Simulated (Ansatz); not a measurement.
(LiH)4 cube (Li4H4). Total charge 0; singlet. Geometry PBE-D4/def2-TZVP, basis def2-TZVP, Ansatz.

```xyz
8

Li    1.017   -1.129    0.132
Li   -1.409   -0.564    0.151
Li    0.141    0.654   -1.371
Li    0.250    1.040    1.087
H    -0.152   -0.704    1.477
H    -0.270   -1.120   -1.171
H     1.518    0.608   -0.163
H    -1.096    1.216   -0.142
```

```tsv
run	HOMO (eV)	LUMO (eV)
A	-9.25	1.05
B	-5.34	-0.80
C	-5.56	-0.10
D	-7.60	0.15
E	-6.49	-0.27
F	-5.24	-0.74
```

LC-ωPBE has ω = 0.4 bohr⁻¹.

The runs used BHLYP, BLYP, LC-ωPBE, PBE, PBE0, r2SCAN. Estimate which is which.

A LC-ωPBE (range-separated); B PBE (0 % exact exchange); C r2SCAN (0 % exact exchange); D BHLYP (50 % exact exchange); E PBE0 (25 % exact exchange); F BLYP (0 % exact exchange). Exact exchange lowers occupied and raises empty levels; among semilocal functionals meta-GGAs tend to open the gap a little, and such runs are hard to tell apart. The gap grows from 4.49 eV (BLYP) to 10.30 eV (LC-ωPBE).
